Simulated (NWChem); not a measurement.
System: TlCl; SMILES [Cl][Tl]

Here is an NWChem input.

```
start job
memory heap 200 mb stack 700 mb global 900 mb
geometry units angstroms noautoz
  Tl     0.000000     0.000000    -0.413524
  Cl     0.000000     0.000000     2.105985
end
basis spherical
  Tl library def2-svp
  Cl library def2-svp
end
ecp
  Tl library def2-ecp
end
dft
  xc becke88 lyp
  iterations 200
  convergence nolevelshifting
end
task dft gradient
```

Output (shortened):

```
             Northwest Computational Chemistry Package (NWChem) 7.3.0
             --------------------------------------------------------

 ORDER OF PRIMARY AXIS IS BEING SET TO 4
 C4V symmetry detected

                             Geometry "geometry" -> ""
                             -------------------------

 Output coordinates in angstroms (scale by  1.889725989 to convert to a.u.)

  No.       Tag          Charge          X              Y              Z
 ---- ---------------- ---------- -------------- -------------- --------------
    1 Tl                  81.0000     0.00000000     0.00000000    -0.43705768
    2 Cl                  17.0000     0.00000000     0.00000000     2.08245132

 Effective nuclear repulsion energy (a.u.)     289.2139190106

      Symmetry information
      --------------------

 Group name             C4v
 Group number             18
 Group order               8
 No. of unique centers     2

                                 NWChem DFT Module
                                 -----------------

 Summary of "ao basis" -> "ao basis" (spherical)
 ------------------------------------------------------------------------------
       Tag                 Description            Shells   Functions and Types
 ---------------- ------------------------------  ------  ---------------------
 Tl                         def2-svp                10       26   4s4p2d
 Cl                         def2-svp                 8       18   4s3p1d

      Symmetry analysis of basis
      --------------------------

        a1         18
        a2          0
        b1          3
        b2          3
        e          20

            General Information
            -------------------
          SCF calculation type: DFT
          Wavefunction type:  closed shell.
          No. of atoms     :     2
          No. of electrons :    38
           Alpha electrons :    19
            Beta electrons :    19
          Charge           :     0
          Spin multiplicity:     1
          Use of symmetry is: on ; symmetry adaption is: on
          Maximum number of iterations: 200
          AO basis - number of functions:    44
                     number of shells:    18
          Convergence on energy requested:  1.00D-06
          Convergence on density requested:  1.00D-05
          Convergence on gradient requested:  5.00D-04

              XC Information
              --------------
                    Becke 1988 Exchange Functional  1.000
              Lee-Yang-Parr Correlation Functional  1.000

             Grid Information
             ----------------
          Grid used for XC integration:  medium
          Radial quadrature: Mura-Knowles
          Angular quadrature: Lebedev.
          Tag              B.-S. Rad. Rad. Pts. Rad. Cut. Ang. Pts.
          ---              ---------- --------- --------- ---------
          Tl                  1.90      123           8.0       590
          Cl                  1.00       88          10.0       590
          Grid pruning is: on
          Number of quadrature shells:   211
          Spatial weights used:  Erf1

      Superposition of Atomic Density Guess
      -------------------------------------

 Sum of atomic energies:        -654.56054890

      Non-variational initial energy
      ------------------------------

 Total energy =    -630.763074
 1-e energy   =   -1086.065930
 2-e energy   =     380.321470
 HOMO         =      -0.325285
 LUMO         =       0.006796

      Symmetry analysis of molecular orbitals - initial
      -------------------------------------------------

 !! scf_movecs_sym_adapt:    6 vectors were symmetry contaminated

  Symmetry fudging

 !! scf_movecs_sym_adapt:    6 vectors were symmetry contaminated

  Numbering of irreducible representations:

     1 a1          2 a2          3 b1          4 b2          5 e

  Orbital symmetries:

     1 a1          2 a1          3 a1          4 e           5 e
     6 a1          7 a1          8 e           9 e          10 a1
    11 a1         12 e          13 e          14 b1         15 b2
    16 a1         17 e          18 e          19 a1         20 e
    21 e          22 a1         23 a1         24 e          25 e
    26 a1         27 b2         28 b1         29 e

   convergence    iter        energy       DeltaE   RMS-Dens  Diis-err
 ---------------- ----- ----------------- --------- --------- ---------
 d= 0,ls=0.0,diis     1   -632.5649558124 -7.08D+02  5.87D-02  3.30D-01
 d= 0,ls=0.0,diis     2   -631.1955691358  1.37D+00  4.32D-02  7.80D+00
 d= 0,ls=0.0,diis     3   -632.6231881497 -1.43D+00  2.38D-03  1.11D-02
 d= 0,ls=0.0,diis     4   -632.6245920413 -1.40D-03  8.95D-04  2.20D-03
 d= 0,ls=0.0,diis     5   -632.6248990641 -3.07D-04  2.29D-04  5.25D-05
  Resetting Diis
 d= 0,ls=0.0,diis     6   -632.6249066834 -7.62D-06  6.77D-05  4.33D-06
 d= 0,ls=0.0,diis     7   -632.6249073412 -6.58D-07  2.20D-05  6.39D-08
 d= 0,ls=0.0,diis     8   -632.6249072719  6.93D-08  1.36D-05  4.25D-07
 d= 0,ls=0.0,diis     9   -632.6249073588 -8.70D-08  1.50D-06  3.59D-09

         Total DFT energy =     -632.624907358840
      One electron energy =    -1087.516847025011
           Coulomb energy =      423.112863050394
    Exchange-Corr. energy =      -43.202309794390
 Nuclear repulsion energy =       74.981386410167

 Numeric. integr. density =       38.000000006002

                  Occupations of the irreducible representations
                  ----------------------------------------------

[...]

                         DFT ENERGY GRADIENTS

    atom               coordinates                        gradient
                 x          y          z           x          y          z
   1 Tl      0.000000   0.000000  -0.825919    0.000000   0.000000   0.007390
   2 Cl      0.000000   0.000000   3.935262    0.000000   0.000000  -0.007390
```

Level: BLYP/def2-SVP with def2 effective core potentials on Tl. Geometry: optimised at PBE0/def2-SVP. def2 effective core potentials on Tl; no spin-orbit coupling.
